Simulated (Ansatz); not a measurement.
Basis sets compared for cis-PtH2(PF3)2 (P2PtH2F6). The state is a singlet with charge 0. Geometry PBE-D4/def2-SVP. Ansatz on 4 threads of Intel Xeon Platinum 8488C on a shared host; times are rough, and most runs start from earlier orbitals.

```xyz
11

F     0.579   -0.517    2.987
F    -1.595    0.011    2.041
F    -0.019    1.796    2.518
F    -2.152   -0.840   -1.172
F    -0.355   -1.879   -2.431
F    -0.993    0.425   -2.891
P    -0.047    0.364    1.808
P    -0.653   -0.519   -1.645
Pt    0.945    0.209   -0.219
H     1.975    0.227   -1.464
H     2.314    0.722    0.468
```

In the def2 sets Pt takes a core potential; there is no spin–orbit coupling. No other spin state of charge 0 was run.

Binding counts from free atoms (F doublet, P quartet, Pt triplet, H doublet) in the same basis, without a counterpoise term.

| level | functions | energy (Eh) | HOMO (eV) | LUMO (eV) | binding per atom (eV) | wall time |
| --- | --- | --- | --- | --- | --- | --- |
| PBE-D4/def2-SVP | 162 | -1401.0557 | -6.81 | -2.74 | 3.83 | 1.2 s |
| PBE0-D4/def2-SVP | 162 | -1401.0341 | -8.20 | -2.14 | 3.58 | 2.1 s |

(1) Estimate the rows for PBE-D4/def2-TZVP (with forces), PBE0-D4/def2-TZVP.

## Answers

(1) 
| level | functions | energy (Eh) | HOMO (eV) | LUMO (eV) | binding per atom (eV) | wall time |
| --- | --- | --- | --- | --- | --- | --- |
| PBE-D4/def2-TZVP (with forces) | 312 | -1402.1145 | -6.84 | -3.01 | 3.94 | 3.3 s |
| PBE0-D4/def2-TZVP | 312 | -1402.0918 | -8.16 | -2.31 | 3.73 | 6 s |
